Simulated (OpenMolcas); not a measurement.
Pd2+: moving the ligands

Pd2+ with 6 ligands (sulfide) in octahedral coordination (Oh) at 2.64 Å. A charge of +1.67 e stands 3.2 Å behind each ligand. Ligand basis ANO-RCC-VDZP.

```
Program             : OpenMolcas 26.06
Method              : SS-CASPT2, IPEA 0.25 Eh, imaginary shift 0.1 Eh (closed shells correlated: 4s 4p and the ligand valence shells)
Basis               : ANO-RCC-VDZP [6s5p3d1f]
Scalar Hamiltonian  : DKH2, point nucleus
Active space        : 8 electrons in 5 orbitals (4d)
State averaging     : 2S+1 = 3 even, 10 roots; 2S+1 = 1 even, 15 roots
Spin-orbit coupling : state interaction with AMFI integrals over the reference wave functions
```

Runs around this geometry, states (labels of O, the rotations of Oh). Energies in cm-1 above the lowest state or level, χT in cm3 K/mol.

| R (Å) | Ground state | First state of that spin | First gap with spin-orbit (degeneracies) | χT at 300 K | First state of another spin |
| --- | --- | --- | --- | --- | --- |
| 2.59 | 3A2 | 3T2 6960 | 4050 (3, 2) | 1.655 | 1E 4470 |
| 2.64 | 3A2 | 3T2 6320 | 4170 (3, 2) | 1.734 | 1E 4830 |
| 2.78 | 3A2 | 3T2 4750 | 3620 (3, 2) | 1.975 | 1E 5300 |

Taking the first state of the same spin as R^-n, n = -ln(4750 / 6960) / ln(2.78 / 2.59) = 5.4 between the shortest and longest distance.

Roots that are degenerate in the reference are averaged as groups; the widest CASPT2 spread within a group is 550 cm-1 (the 3-fold group of multiplicity 1 near 14900 cm-1 above the lowest state of its run, R = 2.78). Shifts and gaps below about the spread of the groups concerned are not significant. Over all roots computed the reference weight is 0.60 to 0.62 in R = 2.59, 0.60 to 0.62 in R = 2.64, 0.60 to 0.63 in R = 2.78; a low but even weight reflects the number of correlated electrons. Real 4d8 and 5d8 ions are as a rule square planar and diamagnetic. The sulfide ions are held by bare point charges, a crude embedding. Ligand-to-metal charge-transfer states are missing. These CASPT2 states fit no ligand-field parameters well, so their order and spin gaps are uncertain. With no ligand orbital active B as a rule stays too high, so bands that hang on it stand too high and its fall with covalency is understated. With one d shell and no ligand orbital active, 10Dq can be off by a tenth or more. The least metal-like active orbital is 84 % on the metal (Löwdin) and no ligand orbital is active, so the numbers are rough (holds for R = 2.59). No measured value stands beside these numbers; the geometry was imposed, not optimised, and the real ion may take another.
